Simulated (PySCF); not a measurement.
C4NiO4, multiplicity 1. Atoms are numbered in the order given.

```xyz
9

Ni     0.0000     0.0000     0.0000
O      1.7145     1.7145    -1.7145
C      1.0483     1.0483    -1.0483
O     -1.7145     1.7145     1.7145
C     -1.0483     1.0483     1.0483
O     -1.7145    -1.7145    -1.7145
C     -1.0483    -1.0483    -1.0483
O      1.7145    -1.7145     1.7145
C      1.0483    -1.0483     1.0483
```
Charge 0, spin multiplicity 1.

Geometry: PBE-D3(BJ)/def2-SVP. The spin state was assumed, not searched. The isomer is the one that the SMILES or the coordinates give; other isomers of the formula were not compared.

Level of theory: PBE0/def2-TZVP (PySCF).

Symmetry labels are those of the subgroup D2 that the program uses (full group Td).

Problem. List the valence orbital energies around the gap with their symmetry. (Estimate from the structure and the level; the computed values follow.)

Solution. 
| orbital | symmetry | energy (eV) |
|---|---|---|
| HOMO−7 | B2 | -13.10 |
| HOMO−6 | B1 | -13.10 |
| HOMO−5 | B3 | -13.10 |
| HOMO−4 | A | -9.24 |
| HOMO−3 | A | -9.24 |
| HOMO−2 | B1 | -7.84 |
| HOMO−1 | B2 | -7.84 |
| HOMO | B3 | -7.84 |
| LUMO | B1 | -1.23 |
| LUMO+1 | B3 | -1.23 |
| LUMO+2 | B2 | -1.23 |
| LUMO+3 | A | -1.03 |
